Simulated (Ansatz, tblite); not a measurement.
Series SnX4: gap (eV) at several levels, gas phase, relaxed structures; Ansatz, xTB through tblite. Core potentials for I, Sn in the def2 sets, no spin–orbit coupling. The structures are stationary points that may keep the symmetry of their start.

```tsv
species	state	geometry	GFN1-xTB	GFN2-xTB	PBE-D4/def2-SVP	PBE-D4/def2-TZVP	r2SCAN-D4/def2-TZVP	PBE0-D4/def2-TZVP
SnCl4	singlet	B3LYP-D4/def2-SVP	3.04	2.48	3.69	3.76	4.26	6.06
SnI4	singlet	PBE0-D4/def2-SVP	2.40	1.57	2.29	2.37	2.73	4.16
SnH4	singlet	PBE-D4/def2-TZVP	8.77	7.42	7.87	7.52	8.22	9.72
SnF4	singlet	r2SCAN-D4/def2-SVP	3.29	4.11	5.05	5.24	5.98	8.38
Sn(OH)4 (SnO4H4)	singlet	r2SCAN-D4/def2-SVP	4.26	4.32	4.41	4.49	5.17	7.23
Sn(SiH3)4 (Si4SnH12)	singlet	B3LYP-D4/def2-SVP	4.23	3.44	5.42	5.20	5.77	7.02
Sn(CF3)4 (SnC4F12)	singlet	r2SCAN-D4/def2-SVP	4.84	3.93	5.84	5.76	6.25	8.21
Sn(OEt)4 (C8H20O4Sn)	singlet	PBE-D4/def2-SVP	2.78	2.90	3.41	3.41	3.94	5.97
```

Over the 8 species that have every level, the mean is 4.20 at GFN1-xTB, 3.77 at GFN2-xTB, 4.75 at PBE-D4/def2-SVP, 4.72 at PBE-D4/def2-TZVP, 5.29 at r2SCAN-D4/def2-TZVP, 7.09 at PBE0-D4/def2-TZVP. Orbital gaps grow with the share of exact exchange and aren't one observable across functionals.
